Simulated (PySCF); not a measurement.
trisilylphosphine (H9PSi3), SMILES [SiH3]P([SiH3])[SiH3].

The structure is a stationary point at PBE0-D3(BJ)/def2-SVP.

Two levels are set side by side: PBE/def2-TZVP (PySCF) and HF/def2-TZVP (PySCF). Same geometry, gas phase. Differences are taken from unrounded values.

| quantity | HF | PBE | PBE minus HF |
|---|---|---|---|
| orbital gap (eV) | 12.52 | 5.29 | -7.23 |
| highest occupied level (eV) | -9.71 | -6.34 | 3.37 |
| lowest empty level (eV) | 2.81 | -1.05 | -3.86 |
| dipole moment (D) | 0.61 | 0.42 | -0.20 |
| mean polarisability (bohr³) | 104.3 | 115.9 | 11.6 |

PBE's occupied levels lie high since its potential decays too fast outside the molecule; exact exchange lowers them and widens the gap. PBE's more diffuse valence density responds more strongly to a field. Differences between two approximate levels are no errors against the true value.

Rough cost on one machine, each run with all the roots and properties that it gave: HF against PBE about 1/3.
